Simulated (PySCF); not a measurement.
SMILES Cl[SiH](Cl)C[SiH](Cl)Cl (CAM-B3LYP/def2-SVP optimised geometry):

```
11

Si    -0.463    -0.481    -3.118
Cl    -0.953    -1.832    -4.594
Cl     1.480     0.150    -3.411
C     -0.575    -1.326    -1.462
Si     0.167    -0.443     0.000
Cl    -0.472    -1.360     1.731
Cl    -0.493     1.512     0.000
H     -1.361     0.682    -3.246
H     -1.641    -1.512    -1.250
H     -0.089    -2.313    -1.542
H      1.641    -0.443     0.000
```

Computed with CAM-B3LYP/def2-TZVP (PySCF 2.14.0).

Q: What are the frontier orbital energies and the dipole moment?

A: HOMO-2 -10.77 eV, HOMO-1 -10.70 eV, HOMO -10.25 eV, LUMO 0.89 eV, LUMO+1 1.24 eV; dipole moment 0.91 D.

On the same geometry PBE/def2-TZVP (PySCF) gives HOMO-2 -7.98 eV, HOMO-1 -7.93 eV, HOMO -7.57 eV, LUMO -1.16 eV, LUMO+1 -0.80 eV; dipole moment 0.92 D.

Meta-Löwdin charges at CAM-B3LYP/def2-TZVP: Si1 0.90, Cl2 -0.29, Cl3 -0.30, C4 -0.74, Si5 0.90, Cl6 -0.29, Cl7 -0.30, H8 -0.09, H9 0.16, H10 0.16, H11 -0.09.
